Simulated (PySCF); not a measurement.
**Correlation energy of Bi²⁺ (bismuth, charge +2)**

[Xe] 4f14 5d10 6s2 6p1, 2P determinant. All numbers are calculated (PySCF 2.14, the spin-free X2C one-electron Hamiltonian (Gaussian nucleus), in aug-cc-pVTZ-DK3). Frozen: [Xe] 4f14 5d10; 3 electrons correlated.

```
  level  correlation energy (mhartree)
   CCSD                         -36.62
    (T)                          -0.36
CCSD(T)                         -36.98
```

Diagnostics: T1 = 0.0060, D1 = 0.0136, largest double amplitude 0.073.

Spin-orbit coupling, absent here, splits the open shell strongly.

Cost of the coupled-cluster step: roughly 1.7 core-seconds, for 3 correlated electrons.

Iterations:

```
CC2 = 0
CCSD nocc = (np.int64(2), np.int64(1)), nmo = (45, 45)
frozen orbitals [[0, 1, 2, 3, 4, 5, 6, 7, 8, 9, 10, 11, 12, 13, 14, 15, 16, 17, 18, 19, 20, 21, 22, 23, 24, 25, 26, 27, 28, 29, 30, 31, 32, 33, 34, 35, 36, 37, 38], [0, 1, 2, 3, 4, 5, 6, 7, 8, 9, 10, 11, 12, 13, 14, 15, 16, 17, 18, 19, 20, 21, 22, 23, 24, 25, 26, 27, 28, 29, 30, 31, 32, 33, 34, 35, 36, 37, 38]]
max_cycle = 100
direct = 0
conv_tol = 1e-08
conv_tol_normt = 1e-06
diis_space = 8
diis_start_cycle = 0
Init t2, MP2 energy = -0.0280537003422667
Init E_corr(UCCSD) = -0.0280537003432361
cycle = 1  E_corr(UCCSD) = -0.0340880546928267  dE = -0.00603435435  norm(t1,t2) = 0.0329586
cycle = 2  E_corr(UCCSD) = -0.0357529543026276  dE = -0.00166489961  norm(t1,t2) = 0.0116582
cycle = 3  E_corr(UCCSD) = -0.0366296000228826  dE = -0.00087664572  norm(t1,t2) = 0.00455317
cycle = 4  E_corr(UCCSD) = -0.0366179928147489  dE = 1.16072081e-05  norm(t1,t2) = 0.000437379
cycle = 5  E_corr(UCCSD) = -0.0366205935619386  dE = -2.60074719e-06  norm(t1,t2) = 5.51141e-05
cycle = 6  E_corr(UCCSD) = -0.0366202216406912  dE = 3.71921247e-07  norm(t1,t2) = 6.15688e-06
cycle = 7  E_corr(UCCSD) = -0.0366203508535121  dE = -1.29212821e-07  norm(t1,t2) = 9.18639e-07
cycle = 8  E_corr(UCCSD) = -0.0366203162021855  dE = 3.46513266e-08  norm(t1,t2) = 1.96091e-07
cycle = 9  E_corr(UCCSD) = -0.0366203197162331  dE = -3.51404762e-09  norm(t1,t2) = 3.92111e-08
UCCSD converged
E(UCCSD) = -21526.27577483703  E_corr = -0.03662031971623308
UCCSD(T) correction = -0.000364997911124128
```
